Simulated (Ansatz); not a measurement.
The same path of CH6B2OSn (11 atoms, charge 0, multiplicity 1) was run 3 times with different band settings. The coordinate that changes most is the dihedral H7–B1–C2–O3.

Level of theory: RKS PBE0-D4/def2-SVP in Ansatz 0.2.0.

Relaxed end points:

```xyz
11
Properties=species:S:1:pos:R:3
B -1.029 -0.773 1.789
C -0.192 -1.428 0.726
O -0.689 -1.482 -0.689
B 0.017 -0.401 -0.461
Sn 0.828 1.416 -1.478
H -2.080 -0.247 1.507
H -0.578 -0.683 2.907
H 0.643 -2.120 0.889
H 0.306 2.806 -0.629
H 2.538 1.355 -1.437
H 0.300 1.500 -3.103
```

```xyz
11
Properties=species:S:1:pos:R:3
B -1.243 -0.800 1.631
C -0.071 -1.365 0.880
O -0.194 -1.655 -0.585
B 0.202 -0.424 -0.365
Sn 0.849 1.414 -1.463
H -1.095 -0.499 2.792
H -2.276 -0.543 1.057
H 0.821 -1.831 1.313
H 0.842 2.759 -0.407
H 2.436 1.177 -2.057
H -0.206 1.709 -2.775
```

Common settings: spring 5.0 eV/Å²; optimiser quadratic models (default); start path through a guess of the saddle point; force threshold 0.05 eV/Å; end points relaxed.

| run | movable images | climbing image | iteration limit |
| --- | --- | --- | --- |
| 1 | 7 | yes | 55 |
| 2 | 8 | no | 51 |
| 3 | 4 | no | 60 |

Question: What does each run give, and how far can it be trusted?

Answer: Run 1: converged after 15 iterations, highest image 0.612 eV above the first end. A vibrational analysis at the climbing image gives one clearly imaginary mode, 357i cm⁻¹: a first-order saddle point.
Run 2: converged after 19 iterations, highest image 0.610 eV above the first end. No image climbed, so the highest image needn't sit at the top of the path.
Run 3: converged after 19 iterations, highest image 0.604 eV above the first end. No image climbed, so the highest image needn't sit at the top of the path.
